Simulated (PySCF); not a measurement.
## Ionisation energy of Xe³⁶⁺ by level of theory

Xe³⁶⁺ [Ar] (1S) → Xe³⁷⁺ [Ne] 3s2 3p5 (2P), as a difference of total energies. Calculation: PySCF 2.14, in an uncontracted even-tempered set (16 s from 6.2 bohr⁻², ratio 2.5; 10 p from 8.1 bohr⁻², ratio 2.5; 5 d from 37 bohr⁻², ratio 2.7; 4 f from 55 bohr⁻², ratio 2.7); no relativity, point nucleus. Correlated levels: outer shells: 1s2 frozen; virtual orbitals above 40 to 60 times the deepest correlated orbital energy dropped. The calculations carry no spin-orbit coupling.

| method | ionisation energy (eV) |
| --- | --- |
| UHF | 2540.4 |
| LDA | 2541.8 |
| PBE | 2542.0 |
| PBE0 | 2542.1 |
| r2SCAN | 2542.6 |
| TPSSh | 2542.0 |
| BLYP | 2541.9 |
| MP2 (outer shells) | 2541.3 |
| SCS-MP2 (outer shells) | 2541.2 |

A first-order spin-orbit estimate (lowest level to lowest level, LS coupling) adds -20.241 eV.

All relativistic terms are absent from these numbers, so their closeness to the reference says little about the methods.

For comparison: 2556 ± 5 eV (theoretical estimate listed by NIST; NIST Atomic Spectra Database, ionization energies).
